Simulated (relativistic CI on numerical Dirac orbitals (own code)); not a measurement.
**Energy levels of K XVII**

Calculated at this level of theory: Dirac-Coulomb-Breit CI, KLI orbitals optimised for each configuration, model QED (radiative potential, 1s self-energy scaled to tabulated hydrogen-like ionisation energies), unscaled Slater integrals (own radial code, finite nucleus).

Configuration list (outside the closed core 1s2): 2s, 2p, 3s, 3p, 3d, 4s, 4p, 4d, 4f, 5s, 5p, 5d, 5f, 5g, 6s, 6p, 6d. Levels of other configurations are missing.

The lowest level is 2s 2S_1/2, with 100 % of that term; Hund's rules for 2s give 2S with J = 1/2, in agreement.

| No. | Configuration | Term | J | E (eV) | % | Landé g | jj configuration (%) |
| --- | --- | --- | --- | --- | --- | --- | --- |
| 1 | 2s | 2S | 1/2 | 0.000 | 100 | 2.000 | 2s (100) |
| 2 | 2p | 2P° | 1/2 | 34.048 | 100 | 0.663 | 2p1/2 (100) |
| 3 | 2p | 2P° | 3/2 | 38.069 | 100 | 1.332 | 2p3/2 (100) |
| 4 | 3s | 2S | 1/2 | 582.677 | 100 | 2.001 | 3s (100) |
| 5 | 3p | 2P° | 1/2 | 592.105 | 100 | 0.665 | 3p1/2 (100) |
| 6 | 3p | 2P° | 3/2 | 593.289 | 100 | 1.333 | 3p3/2 (100) |
| 7 | 3d | 2D | 3/2 | 596.770 | 100 | 0.799 | 3d3/2 (100) |
| 8 | 3d | 2D | 5/2 | 597.144 | 100 | 1.200 | 3d5/2 (100) |
| 9 | 4s | 2S | 1/2 | 782.411 | 100 | 2.002 | 4s (100) |
| 10 | 4p | 2P° | 1/2 | 786.290 | 100 | 0.665 | 4p1/2 (100) |
| 11 | 4p | 2P° | 3/2 | 786.789 | 100 | 1.334 | 4p3/2 (100) |
| 12 | 4d | 2D | 3/2 | 788.233 | 100 | 0.799 | 4d3/2 (100) |
| 13 | 4d | 2D | 5/2 | 788.391 | 100 | 1.200 | 4d5/2 (100) |
| 14 | 4f | 2F° | 5/2 | 788.462 | 100 | 0.856 | 4f5/2 (100) |
| 15 | 4f | 2F° | 7/2 | 788.541 | 100 | 1.143 | 4f7/2 (100) |
| 16 | 5s | 2S | 1/2 | 873.911 | 100 | 2.002 | 5s (100) |
| 17 | 5p | 2P° | 1/2 | 875.872 | 100 | 0.665 | 5p1/2 (100) |
| 18 | 5p | 2P° | 3/2 | 876.127 | 100 | 1.334 | 5p3/2 (100) |
| 19 | 5d | 2D | 3/2 | 876.861 | 100 | 0.799 | 5d3/2 (100) |
| 20 | 5d | 2D | 5/2 | 876.942 | 100 | 1.200 | 5d5/2 (100) |
| 21 | 5f | 2F° | 5/2 | 876.981 | 100 | 0.856 | 5f5/2 (100) |
| 22 | 5f | 2F° | 7/2 | 877.022 | 100 | 1.143 | 5f7/2 (100) |
| 23 | 5g | 2G | 7/2 | 877.022 | 100 | 0.888 | 5g7/2 (100) |
| 24 | 5g | 2G | 9/2 | 877.047 | 100 | 1.111 | 5g9/2 (100) |
| 25 | 6s | 2S | 1/2 | 923.302 | 100 | 2.002 | 6s (100) |
| 26 | 6p | 2P° | 1/2 | 924.428 | 100 | 0.666 | 6p1/2 (100) |
| 27 | 6p | 2P° | 3/2 | 924.576 | 100 | 1.334 | 6p3/2 (100) |
| 28 | 6d | 2D | 3/2 | 924.999 | 100 | 0.799 | 6d3/2 (100) |
| 29 | 6d | 2D | 5/2 | 925.046 | 100 | 1.200 | 6d5/2 (100) |

Energies count from the lowest computed level; ° marks odd parity. Filled j subshells are mostly left out of the jj labels.

The mean weight of the leading LS term, summed over parents, in these 29 levels is 100 %, and that of the leading jj configuration (from the same eigenvectors) 100 %.

At this charge energies of transitions that change n are usually good to better than 1 %, and those within a shell (Δn = 0) to a few per cent.
